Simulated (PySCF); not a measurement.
## Electron correlation in Bi (bismuth, neutral)

[Xe] 4f14 5d10 6s2 6p3, high-spin 4S determinant. All numbers are calculated (PySCF 2.14, scalar relativity through the core potential, in def2-TZVPPD with the def2 core potential (60 electrons) (7s5p4d2f, 56 functions)). Frozen: 5s2 5p6 5d10; 5 electrons correlated.

```
  level  correlation energy (mhartree)
   CCSD                         -61.11
    (T)                          -1.71
CCSD(T)                         -62.82
```

Diagnostics: T1 = 0.0046, D1 = 0.0112, largest double amplitude 0.034.

Spin-orbit coupling is strong in this species (close to jj coupling), so the high-spin LS determinant is a model state, not a physical level.

Cost of the coupled-cluster step: roughly 1 core-seconds, for 5 correlated electrons.

Iterations:

```
CC2 = 0
CCSD nocc = (np.int64(4), np.int64(1)), nmo = (47, 47)
frozen orbitals [[0, 1, 2, 3, 4, 5, 6, 7, 8], [0, 1, 2, 3, 4, 5, 6, 7, 8]]
max_cycle = 100
direct = 0
conv_tol = 1e-08
conv_tol_normt = 1e-06
diis_space = 8
diis_start_cycle = 0
Init t2, MP2 energy = -0.0508049867247598
Init E_corr(UCCSD) = -0.0508049867319208
cycle = 1  E_corr(UCCSD) = -0.0589878126393345  dE = -0.00818282591  norm(t1,t2) = 0.0334135
cycle = 2  E_corr(UCCSD) = -0.0605727356791336  dE = -0.00158492304  norm(t1,t2) = 0.00880134
cycle = 3  E_corr(UCCSD) = -0.0611195583303544  dE = -0.000546822651  norm(t1,t2) = 0.00286337
cycle = 4  E_corr(UCCSD) = -0.0611090145561799  dE = 1.05437742e-05  norm(t1,t2) = 0.000379691
cycle = 5  E_corr(UCCSD) = -0.061109362116912  dE = -3.47560732e-07  norm(t1,t2) = 5.86985e-05
cycle = 6  E_corr(UCCSD) = -0.0611091842102727  dE = 1.77906639e-07  norm(t1,t2) = 1.15101e-05
cycle = 7  E_corr(UCCSD) = -0.0611092547131775  dE = -7.05029048e-08  norm(t1,t2) = 2.58833e-06
cycle = 8  E_corr(UCCSD) = -0.0611092248571147  dE = 2.98560628e-08  norm(t1,t2) = 3.73213e-07
cycle = 9  E_corr(UCCSD) = -0.0611092273270836  dE = -2.4699689e-09  norm(t1,t2) = 7.27877e-08
UCCSD converged
E(UCCSD) = -213.6549054558709  E_corr = -0.06110922732708361
UCCSD(T) correction = -0.00171086864964119
```

Spin-orbit coupling is strong in this species, so the high-spin LS determinant is a model state.
